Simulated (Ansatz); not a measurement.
Zr₂Si₂⁺. Charge 1, multiplicity 2. Geometry B3LYP-D4/def2-SVP, that of the neutral singlet; atoms count from 1.

```xyz
4

Zr    0.164   -0.717   -1.444
Zr   -1.315    0.883    0.342
Si   -0.034   -1.172    1.022
Si    1.184    1.006    0.080
```

In the def2 sets Zr takes a core potential; there is no spin–orbit coupling. The charge 1 doublet is spin-contaminated (final ⟨S²⟩ up to 1.26, 0.75 for a pure state). The structure comes from a short search, and lower isomers may exist.

Problem. Estimate the Mulliken populations from the PBE0/def2-TZVP orbitals of Ansatz.

Solution. 
```tsv
atom	charge (e)	spin (α − β)	d electrons
Zr1	0.62	-0.10	2.58
Zr2	0.61	1.27	2.61
Si3	-0.12	-0.08	–
Si4	-0.12	-0.08	–
```
Mulliken values depend strongly on the basis.

Problem. Where does the spin sit?

Solution. Summed by element: Zr 1.17, Si -0.17, of 1 unpaired in all. Largest on single atoms: Zr2 1.27, Zr1 -0.10, Si4 -0.08.

Problem. And the Mayer bond orders between heavy atoms (over 0.3)?

Solution. Zr1–Zr2 1.71 (2.82 Å); Zr1–Si3 1.35 (2.52 Å); Zr1–Si4 1.35 (2.52 Å); Zr2–Si3 1.29 (2.52 Å); Zr2–Si4 1.29 (2.52 Å); Si3–Si4 0.49 (2.67 Å).
